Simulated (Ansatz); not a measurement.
Ansatz (a first-principles code) input file for Cl₃OSi, SMILES [O][Si](Cl)(Cl)Cl (connectivity only; charge and spin as stated), charge -1, multiplicity 1, B3LYP-D3(BJ)/def2-SVPD. 

Ansatz 0.2 input:
```yaml
crystal:
  periodic: [false, false, false]
  atoms:
    - {symbol: O, position_ang: [-0.00000000, -0.00000001, 1.97480354]}
    - {symbol: Si, position_ang: [0.00000000, -0.00000000, 0.45583279]}
    - {symbol: Cl, position_ang: [1.62662241, -0.93913089, -0.43490368]}
    - {symbol: Cl, position_ang: [-0.00000000, 1.87826177, -0.43490367]}
    - {symbol: Cl, position_ang: [-1.62662241, -0.93913088, -0.43490368]}
basis:
  gaussian:
    orbitals: def2-SVPD
hamiltonian:
  xc: b3lyp
  dispersion: d3bj
total_charge: -1
relax: {f_tol: 0.002, max_steps: 200}
```

Output:

```
WARN ansatz: RAYON_NUM_THREADS=1 ignored (pool sized by the plan → 1); use --threads N
Functional definition: B3LYP
integrals: 0.10 GiB planned
1254 factors; integrals over basis functions are off by at most 3.7e-4 eV
mean field: 0.72 GiB planned
mean field evaluation 1: about -47480.6578 eV, gradient 5.3e1 eV
mean field evaluation 2: about -47427.8123 eV, gradient 1.6e2 eV
mean field evaluation 4: about -47486.0904 eV, gradient 9.6e0 eV
mean field evaluation 8: about -47486.3299 eV, gradient 5.8e-2 eV
mean field evaluation 16: about -47486.3299 eV, gradient 6.9e-5 eV
mean field -47486.32994653 eV, -1745.0904381445 hartree, gradient 6.9e-5 eV, S^2 0.000000; 0 other end points of the search recorded, 0 dependent functions left out
the calculation of the forces begins
reference -47486.33018196 eV, -1745.0904467965 hartree; 37, 37 occupied and 91, 91 virtual orbitals, 1254 factors
relax step   1: F+E_penalty+E_count = -47486.71002347 eV  Δ(F+E_penalty+E_count) = +0.000e0 eV  max|allowed force component| = 1.959e0 eV/Å  Δτ_max = 0.0000 Å  (28 SCF iters, accepted)
these checks for a lower state are left out or cut short: starts, cluster_reference, orbital_swaps, neighbouring_geometries, increment
integrals: 0.10 GiB planned
1254 factors; integrals over basis functions are off by at most 3.9e-4 eV
mean field: 0.72 GiB planned
mean field -47486.45774219 eV, -1745.0951345484 hartree, gradient 6.5e-5 eV, S^2 0.000000; 0 other end points of the search recorded, 0 dependent functions left out
the calculation of the forces begins
reference -47486.45797983 eV, -1745.0951432815 hartree; 37, 37 occupied and 91, 91 virtual orbitals, 1254 factors
relax step   2: F+E_penalty+E_count = -47486.83018150 eV  Δ(F+E_penalty+E_count) = -1.202e-1 eV  max|allowed force component| = 7.920e-1 eV/Å  Δτ_max = 0.0470 Å  (27 SCF iters, accepted)
these checks for a lower state are left out or cut short: starts, cluster_reference, orbital_swaps, neighbouring_geometries, increment
integrals: 0.10 GiB planned
1254 factors; integrals over basis functions are off by at most 4.0e-4 eV
mean field: 0.72 GiB planned
mean field -47486.46629364 eV, -1745.0954488083 hartree, gradient 5.8e-5 eV, S^2 0.000000; 0 other end points of the search recorded, 0 dependent functions left out
the calculation of the forces begins
reference -47486.46653163 eV, -1745.0954575543 hartree; 37, 37 occupied and 91, 91 virtual orbitals, 1254 factors
relax step   3: F+E_penalty+E_count = -47486.83766973 eV  Δ(F+E_penalty+E_count) = -7.488e-3 eV  max|allowed force component| = 1.725e-1 eV/Å  Δτ_max = 0.0197 Å  (27 SCF iters, accepted)
these checks for a lower state are left out or cut short: starts, cluster_reference, orbital_swaps, neighbouring_geometries, increment
integrals: 0.10 GiB planned
1254 factors; integrals over basis functions are off by at most 4.0e-4 eV
mean field: 0.72 GiB planned
mean field evaluation 32: about -47486.4672 eV, gradient 1.7e-5 eV
mean field -47486.46718760 eV, -1745.0954816609 hartree, gradient 5.9e-5 eV, S^2 0.000000; 0 other end points of the search recorded, 0 dependent functions left out
the calculation of the forces begins
reference -47486.46742577 eV, -1745.0954904133 hartree; 37, 37 occupied and 91, 91 virtual orbitals, 1254 factors
relax step   4: F+E_penalty+E_count = -47486.83801173 eV  Δ(F+E_penalty+E_count) = -3.420e-4 eV  max|allowed force component| = 1.024e-2 eV/Å  Δτ_max = 0.0043 Å  (28 SCF iters, accepted)
these checks for a lower state are left out or cut short: starts, cluster_reference, orbital_swaps, neighbouring_geometries, increment
integrals: 0.10 GiB planned
1254 factors; integrals over basis functions are off by at most 4.0e-4 eV
mean field: 0.72 GiB planned
mean field -47486.46706205 eV, -1745.0954770468 hartree, gradient 4.7e-5 eV, S^2 0.000000; 0 other end points of the search recorded, 0 dependent functions left out
the calculation of the forces begins
reference -47486.46730017 eV, -1745.0954857978 hartree; 37, 37 occupied and 91, 91 virtual orbitals, 1254 factors
relax step   5: F+E_penalty+E_count = -47486.83803040 eV  Δ(F+E_penalty+E_count) = -1.866e-5 eV  max|allowed force component| = 1.381e-3 eV/Å  Δτ_max = 0.0013 Å  (21 SCF iters, accepted)
integrals: 0.10 GiB planned
1254 factors; integrals over basis functions are off by at most 4.0e-4 eV
mean field: 0.72 GiB planned
mean field -47486.46706205 eV, -1745.0954770468 hartree, gradient 4.7e-5 eV, S^2 0.000000; 1 other end points of the search recorded, 0 dependent functions left out
the calculation of the forces begins
reference -47486.46730017 eV, -1745.0954857978 hartree; 37, 37 occupied and 91, 91 virtual orbitals, 1254 factors
Total energy: -47486.83826852 eV, -1745.1091186332 hartree
Atom 0 at     0.000006    -0.000004     2.041242 Å, force    -0.000017     0.000010     0.000095 eV/Å
Atom 1 at    -0.000000     0.000000     0.489992 Å, force     0.000017    -0.000010    -0.001381 eV/Å
Atom 2 at     1.657755    -0.957105    -0.468430 Å, force    -0.000573     0.000331     0.000418 eV/Å
Atom 3 at    -0.000007     1.914205    -0.468439 Å, force    -0.000013    -0.000684     0.000434 eV/Å
Atom 4 at    -1.657754    -0.957097    -0.468439 Å, force     0.000586     0.000354     0.000434 eV/Å
Dipole moment:    -0.000003     0.000002    -0.685891 e Å
```

The calculation finished and met its thresholds.

Cost: about 20 core-seconds (a rough figure).
